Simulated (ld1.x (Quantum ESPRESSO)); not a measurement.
# Building the TM potential for zinc (Zn) (LDA (PZ), scalar-relativistic).

ld1.x (Quantum ESPRESSO) 7.5 input, shortened:

```
&input
   title='Zn', zed=30., rel=1, dft='PZ', iswitch=3,
   config='[Ar] 3d10 4s2 4p0'
 /
 &inputp
   pseudotype=2, tm=.true., lloc=1,
   nlcc=.false.
 /
3
3S  1  0   2.00   0.00  0.95  0.95  0.0
3D  3  2  10.00   0.00  0.90  0.90  0.0
3P  2  1   6.00   0.00  0.70  0.70  0.0
 &test
   configts(1)='3s2 3p6 3d10 4s2 4p0'
 /
```

Occupied shells without a wave of their own: 4s. They enter only through the test configuration that unscreens the potential.

All-electron outer shells of the reference configuration (LDA (PZ), scalar-relativistic, ld1.x):

```json
{"shell": "2s", "level (eV)": "-1156.18", "outermost node (bohr)": "0.07", "outermost maximum (bohr)": "0.19"}
{"shell": "2p", "level (eV)": "-1003.46", "outermost node (bohr)": "–", "outermost maximum (bohr)": "0.15"}
{"shell": "3s", "level (eV)": "-128.62", "outermost node (bohr)": "0.28", "outermost maximum (bohr)": "0.59"}
{"shell": "3p", "level (eV)": "-83.26", "outermost node (bohr)": "0.25", "outermost maximum (bohr)": "0.59"}
{"shell": "3d", "level (eV)": "-10.42", "outermost node (bohr)": "–", "outermost maximum (bohr)": "0.56"}
{"shell": "4s", "level (eV)": "-6.23", "outermost node (bohr)": "0.85", "outermost maximum (bohr)": "2.09"}
{"shell": "4p", "level (eV)": "-1.23", "outermost node (bohr)": "0.92", "outermost maximum (bohr)": "3.04"}
```

Estimate the cutoffs (Ry, on a coarse ladder) from which the occupation-weighted sum of valence levels, in a spherical-Bessel basis at the reference potential, stays within 10 and 1 mRy of its value at 400 Ry.

300 Ry and over 300 Ry.

What does a ghost test show?

No extra level below or beside the all-electron valence levels (s, d, p, f tested).

Tests: 3s2 3p6 3d10 4s1 4p0; 3s2 3p6 3d10 4s0 4p0; 3s2 3p6 3d9 4s0 4p0; 3s2 3p6 3d10 4s1 4p1; 3s2 3p6 3d10 4s0 4p2; 3s2 3p5 3d10 4s2 4p0; 3s1 3p6 3d10 4s2 4p0. Which has the largest error in its energy relative to the reference configuration, and how large is it?

3s2 3p6 3d9 4s0 4p0, with -1192 meV (all-electron minus pseudo) on +69.85 eV.
